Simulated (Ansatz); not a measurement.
## Relaxing a trial structure of C7H7FO

The starting geometry of this gas-phase singlet was optimised with GFN2-xTB; its bonds are those of `O=CC1=CC=CC[C@@H]1F`.

```yaml
atoms:
  - { symbol: C, position_ang: [-0.4208, -2.5662, -0.2270] }
  - { symbol: C, position_ang: [-0.5718, -1.4028, 0.6377] }
  - { symbol: C, position_ang: [0.3639, -0.4343, 0.7134] }
  - { symbol: C, position_ang: [0.1633, 0.7413, 1.5169] }
  - { symbol: C, position_ang: [-1.0454, 1.0189, 2.0183] }
  - { symbol: C, position_ang: [-2.2163, 0.1193, 1.7914] }
  - { symbol: C, position_ang: [-1.7951, -1.3195, 1.5153] }
  - { symbol: F, position_ang: [-1.4903, -1.9274, 2.7322] }
  - { symbol: O, position_ang: [-1.2696, -3.4008, -0.4244] }
  - { symbol: H, position_ang: [0.5644, -2.6187, -0.7314] }
  - { symbol: H, position_ang: [1.2766, -0.5135, 0.1392] }
  - { symbol: H, position_ang: [0.9975, 1.4097, 1.6626] }
  - { symbol: H, position_ang: [-1.2261, 1.9275, 2.5728] }
  - { symbol: H, position_ang: [-2.8699, 0.1257, 2.6660] }
  - { symbol: H, position_ang: [-2.7959, 0.4979, 0.9430] }
  - { symbol: H, position_ang: [-2.6123, -1.9154, 1.0928] }
```

Question: Where would you expect an optimisation with PBE-D3(BJ)/def2-SVP to take it?

Answer: It keeps its bonds, and is `O=CC1=CC=CC[C@@H]1F`.

The energy falls by 0.12 eV over 8 steps:

| step | E − E(last) (eV) |
| --- | --- |
| 1 | 0.123 |
| 2 | 0.012 |
| 3 | 0.002 |
| 4 | 0.000 |
| 5 | 0.000 |
| 6 | 0.000 |
| 7 | 0.000 |
| 8 | 0.000 |

Final geometry (Å):

```yaml
atoms:
  - { symbol: C, position_ang: [-0.4005, -2.5922, -0.2199] }
  - { symbol: C, position_ang: [-0.5963, -1.4039, 0.6228] }
  - { symbol: C, position_ang: [0.3595, -0.4269, 0.6996] }
  - { symbol: C, position_ang: [0.1745, 0.7661, 1.5033] }
  - { symbol: C, position_ang: [-1.0423, 1.0334, 2.0510] }
  - { symbol: C, position_ang: [-2.2094, 0.1209, 1.8180] }
  - { symbol: C, position_ang: [-1.8212, -1.3204, 1.5014] }
  - { symbol: F, position_ang: [-1.5242, -1.9841, 2.7054] }
  - { symbol: O, position_ang: [-1.2211, -3.4891, -0.3552] }
  - { symbol: H, position_ang: [0.5910, -2.6124, -0.7688] }
  - { symbol: H, position_ang: [1.2936, -0.5450, 0.1225] }
  - { symbol: H, position_ang: [1.0155, 1.4638, 1.6327] }
  - { symbol: H, position_ang: [-1.2029, 1.9600, 2.6254] }
  - { symbol: H, position_ang: [-2.9005, 0.1160, 2.6864] }
  - { symbol: H, position_ang: [-2.8042, 0.5295, 0.9656] }
  - { symbol: H, position_ang: [-2.6594, -1.8738, 1.0284] }
```

No frequencies were run, so the end isn't proven a minimum. Run with Ansatz 0.2.0, 29 s on 2 threads of Arm Neoverse V2 (shared host).
